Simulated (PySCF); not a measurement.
Species: C6H8O2.
Structure used (PBE0-D3(BJ)/def2-SVP), in Å, numbered top down from 1:
```xyz
16
C6H8O2 angstrom
C      3.3205    0.2602    0.6366
C      2.3303   -0.1687   -0.1439
C      1.0052    0.5078   -0.2728
C     -0.1584   -0.4415   -0.1544
O     -0.0934   -1.6372   -0.1126
O     -1.3221    0.2516   -0.1204
C     -2.4961   -0.4483   -0.0380
C     -3.6622    0.1888   -0.0216
H      4.2769   -0.2663    0.6844
H      3.2143    1.1540    1.2600
H      2.4621   -1.0757   -0.7435
H      0.8765    1.3156    0.4643
H      0.9029    0.9924   -1.2622
H     -2.3713   -1.5326    0.0129
H     -4.5877   -0.3832    0.0474
H     -3.7155    1.2782   -0.0750
```

Level: PBE0/def2-SVPD in PySCF, non-relativistic, on one gas-phase PBE0-D3(BJ)/def2-SVP geometry that isn't relaxed in the solvent. The solvent is an IEF-PCM continuum (van der Waals radii × 1.2), and excitations are vertical TDDFT with non-equilibrium linear response and a frozen core. The model holds no explicit solvent molecules, cavitation or dispersion.

```json
{"run": "gas", "E − E(gas) (kcal/mol)": "0.00", "HOMO (eV)": "-7.44", "HOMO–LUMO gap (eV)": "6.86", "dipole (D)": "1.76", "lowest singlet (eV)": "5.78", "static polarisability (au)": "83.6"}
{"run": "P", "E − E(gas) (kcal/mol)": "-4.66", "HOMO (eV)": "-7.42", "HOMO–LUMO gap (eV)": "6.84", "dipole (D)": "2.33", "lowest singlet (eV)": "5.85", "static polarisability (au)": "105.4"}
{"run": "Q", "E − E(gas) (kcal/mol)": "-5.40", "HOMO (eV)": "-7.43", "HOMO–LUMO gap (eV)": "6.84", "dipole (D)": "2.44", "lowest singlet (eV)": "5.87", "static polarisability (au)": "109.5"}
```

Question: The runs were made in acetonitrile and dichloromethane. Which run belongs to which solvent?

Answer: P = dichloromethane, Q = acetonitrile. The dielectric constants are 8.93 (dichloromethane), 35.69 (acetonitrile), and the energy falls further as ε rises. The optical constants n² used for the excitations are 2.03, 1.81 in the same order. In this model the ground state sees the solvent through ε alone.

Question: How constant is the ratio of the lowering to (ε − 1)/(2ε + 1)?

Answer: 
```tsv
solvent	(ε − 1)/(2ε + 1)	E − E(gas) (kcal/mol)	ratio (kcal/mol)	polarisation term (kcal/mol)
dichloromethane	0.420	-4.66	-11.1	-5.20
acetonitrile	0.479	-5.40	-11.3	-6.14
```

The ratio changes by +1.6 % in size from dichloromethane to acetonitrile. The polarisation term is half the interaction of the solute with the induced surface charges.

Time: 64 s wall; peak memory 0.99 GiB. Hardware: one thread, Arm Neoverse N1 (aarch64), no GPU, shared host with 64 logical CPUs at a one-minute load of 55. This is the whole response run at PBE0/def2-SVPD in acetonitrile, SCF included.
